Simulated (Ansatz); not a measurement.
`[OH][Al]([SiH3])[Br]` + HCl → `[OH][Al]([Cl])[Br]` + SiH₄ at 700 K and 1 bar (cleavage of the Al–Si bond).

Calculated with Ansatz (gas phase, PBE0-D4/def2-TZVP geometries, no zero-point term in ΔE). CBS: MP2 limit from def2 TZ/QZ plus the TZ coupled-cluster correction, frozen cores. This one scheme is used for every species. For Br outer-core shells are correlated without core-valence functions, which leaves a few kJ/mol of doubt a bond. Scalar relativity is left out up to krypton. One conformer a species, not always the lowest.

```csv
species,CCSD(T)/CBS energy (Eh),H − E (kJ/mol),S (J/(mol·K))
`[OH][Al]([SiH3])[Br]`,-3182.11809,178.1,484.8
HCl,-460.38127,38.4,211.8
`[OH][Al]([Cl])[Br]`,-3351.09145,97.3,410.7
SiH₄,-291.46306,115.5,252.9
```

H − E and S are ideal-gas, rigid-rotor, harmonic terms from PBE0-D4/def2-TZVP, for one conformer and one mirror image of each species. 1 Eh = 2625.50 kJ/mol, R = 8.31446 J/(mol·K).

Task: By hand: ΔE, ΔH, ΔS and ΔG.

Result: ΔE = (-3351.09145) + (-291.46306) − (-3182.11809) − (-460.38127) = -0.05515 Eh = -144.8 kJ/mol. Δ(H − E) = 97.3 + 115.5 − 178.1 − 38.4 = -3.7, so ΔH = -148.5 kJ/mol. ΔS = 410.7 + 252.9 − 484.8 − 211.8 = -33.0 J/(mol·K). ΔG = -148.5 − 700 × (-33.0)/1000 = -125.4 kJ/mol.

Task: By hand: the equilibrium constant, and the temperature at which ΔG would vanish if ΔH and ΔS stayed fixed.

Result: log₁₀ K = −ΔG/(RT ln 10) = 9.4. ΔG = 0 at ΔH/ΔS = 4500 K, far beyond where these terms or the molecules hold.

ΔH outweighs TΔS. A doubt of 5 kJ/mol in ΔE shifts log₁₀ K by 0.4 here. Other conformers and mirror images would add mixing entropy, several J/(mol·K) or more a flexible species. Modes under 60 cm⁻¹, often nearly free rotors, make the harmonic entropy too high. These are equilibria of isolated gas molecules and say nothing of rates. Largest T1 diagnostic: 0.011 (customary marks: 0.02 for closed shells, 0.045 for open ones).
